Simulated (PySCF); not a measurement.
Compound: C₅H₇NOSi.
Geometry (PBE0-D3(BJ)/def2-SVP, Å), atoms numbered from 1 in this order:
```
atom  x, y, z in Å
N1    -2.0013    0.7574    1.7636
C2    -2.4974    0.4085    0.6455
Si3   -1.5427   -0.3122   -0.8342
C4     0.2836   -0.2064   -0.4755
C5     1.3360    0.3626   -1.1465
C6     2.5063    0.1217   -0.3669
C7     2.0850   -0.5746    0.7271
O8     0.7572   -0.7758    0.6743
H9    -0.9850    0.5996    1.7742
H10   -3.5943    0.5256    0.5380
H11   -1.9872   -1.7234   -1.0513
H12   -1.8006    0.4706   -2.0792
H13    1.2745    0.8939   -2.0944
H14    3.5269    0.4256   -0.5886
H15    2.5991   -0.9764    1.5971
```

Level: PBE0/pcSseg-1 in PySCF, non-relativistic, on one gas-phase PBE0-D3(BJ)/def2-SVP geometry that isn't relaxed in the solvent. The solvent is an IEF-PCM continuum (van der Waals radii × 1.2). The model holds no explicit solvent molecules, cavitation or dispersion.

```tsv
run	E − E(gas) (kJ/mol)	HOMO (eV)	HOMO–LUMO gap (eV)	dipole (D)
gas	0.00	-6.95	6.13	2.61
P	-18.10	-6.88	6.02	3.05
Q	-20.88	-6.88	6.01	3.11
```

**Question.** The runs were made in chloroform and tetrahydrofuran. Which run belongs to which solvent?

**Answer.** P = chloroform, Q = tetrahydrofuran. The dielectric constants are 4.711 (chloroform), 7.426 (tetrahydrofuran), and the energy falls further as ε rises. In this model the ground state sees the solvent through ε alone.

**Question.** How constant is the ratio of the lowering to (ε − 1)/(2ε + 1)?

**Answer.** 
| solvent | (ε − 1)/(2ε + 1) | E − E(gas) (kJ/mol) | ratio (kJ/mol) | polarisation term (kJ/mol) |
| --- | --- | --- | --- | --- |
| chloroform | 0.356 | -18.10 | -50.8 | -19.92 |
| tetrahydrofuran | 0.405 | -20.88 | -51.5 | -23.30 |

The ratio changes by +1.3 % in size from chloroform to tetrahydrofuran. The polarisation term is half the interaction of the solute with the induced surface charges.
